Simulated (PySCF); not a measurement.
Correlation energy of Ge (germanium, neutral)

[Ar] 3d10 4s1 4p2 4d1, one real determinant (an excited configuration). All numbers are calculated (PySCF 2.14, the spin-free X2C one-electron Hamiltonian (Gaussian nucleus), in x2c-TZVPPall with one added diffuse shell each of s, p, d type (7s6p5d1f, 57 functions)). Frozen: [Ne]; 22 electrons correlated.

| level | correlation energy (mhartree) |
| --- | --- |
| CCSD | -265.42 |
| (T) | -7.53 |
| CCSD(T) | -272.95 |

Diagnostics: T1 = 0.011, D1 = 0.0570, largest double amplitude 0.202.

The real determinant used has ⟨L²⟩ near 8 against 12 for a pure F term, so it mixes terms. The outer electron is Rydberg-like, and this basis confines it to a smaller radius and binds it less than a complete one would. A double-excitation amplitude exceeds 0.15, a sign of near-degeneracy.

Cost of the coupled-cluster step: roughly 40 core-seconds, for 22 correlated electrons.

Iterations:

```
CC2 = 0
CCSD nocc = (np.int64(13), np.int64(9)), nmo = (52, 52)
frozen orbitals [[0, 1, 2, 3, 4], [0, 1, 2, 3, 4]]
max_cycle = 100
direct = 0
conv_tol = 1e-08
conv_tol_normt = 1e-06
diis_space = 8
diis_start_cycle = 0
Init t2, MP2 energy = -0.281410994367721
Init E_corr(UCCSD) = -0.281410994372092
cycle = 1  E_corr(UCCSD) = -0.250352813840627  dE = 0.0310581805  norm(t1,t2) = 0.0679834
cycle = 2  E_corr(UCCSD) = -0.264734495009412  dE = -0.0143816812  norm(t1,t2) = 0.0314622
cycle = 3  E_corr(UCCSD) = -0.263137366006514  dE = 0.001597129  norm(t1,t2) = 0.0294264
cycle = 4  E_corr(UCCSD) = -0.261948051629882  dE = 0.00118931438  norm(t1,t2) = 0.0358745
cycle = 5  E_corr(UCCSD) = -0.263577091327837  dE = -0.0016290397  norm(t1,t2) = 0.0212233
cycle = 6  E_corr(UCCSD) = -0.264519713040896  dE = -0.000942621713  norm(t1,t2) = 0.0146378
cycle = 7  E_corr(UCCSD) = -0.264496314448291  dE = 2.33985926e-05  norm(t1,t2) = 0.0110322
cycle = 8  E_corr(UCCSD) = -0.265294608766159  dE = -0.000798294318  norm(t1,t2) = 0.00685035
cycle = 9  E_corr(UCCSD) = -0.265495165870626  dE = -0.000200557104  norm(t1,t2) = 0.00198957
cycle = 10  E_corr(UCCSD) = -0.265398950739748  dE = 9.62151309e-05  norm(t1,t2) = 0.000578492
cycle = 11  E_corr(UCCSD) = -0.265416646807583  dE = -1.76960678e-05  norm(t1,t2) = 0.000169843
cycle = 12  E_corr(UCCSD) = -0.265422195914834  dE = -5.54910725e-06  norm(t1,t2) = 8.16586e-05
cycle = 13  E_corr(UCCSD) = -0.265423275269175  dE = -1.07935434e-06  norm(t1,t2) = 6.27215e-05
cycle = 14  E_corr(UCCSD) = -0.265422230297314  dE = 1.04497186e-06  norm(t1,t2) = 1.98426e-05
cycle = 15  E_corr(UCCSD) = -0.265421993281199  dE = 2.37016115e-07  norm(t1,t2) = 2.48243e-05
cycle = 16  E_corr(UCCSD) = -0.265423210090087  dE = -1.21680889e-06  norm(t1,t2) = 1.62545e-05
cycle = 17  E_corr(UCCSD) = -0.265422911694331  dE = 2.98395756e-07  norm(t1,t2) = 7.91836e-06
cycle = 18  E_corr(UCCSD) = -0.265423009266507  dE = -9.75721762e-08  norm(t1,t2) = 6.18329e-06
cycle = 19  E_corr(UCCSD) = -0.265422660352408  dE = 3.48914099e-07  norm(t1,t2) = 3.49062e-06
cycle = 20  E_corr(UCCSD) = -0.265422616223979  dE = 4.41284291e-08  norm(t1,t2) = 2.15004e-06
cycle = 21  E_corr(UCCSD) = -0.265422546333088  dE = 6.98908915e-08  norm(t1,t2) = 1.06821e-06
cycle = 22  E_corr(UCCSD) = -0.265422515597838  dE = 3.07352496e-08  norm(t1,t2) = 7.87395e-07
cycle = 23  E_corr(UCCSD) = -0.265422500321744  dE = 1.52760939e-08  norm(t1,t2) = 3.14279e-07
cycle = 24  E_corr(UCCSD) = -0.265422504055478  dE = -3.7337336e-09  norm(t1,t2) = 8.47384e-08
UCCSD converged
E(UCCSD) = -2096.905376234261  E_corr = -0.265422504055478
UCCSD(T) correction = -0.00753316406524691
```

The reference is one real determinant that mixes LS terms of this configuration.

This basis was not built for core-valence correlation, so the inner-shell part is incomplete.
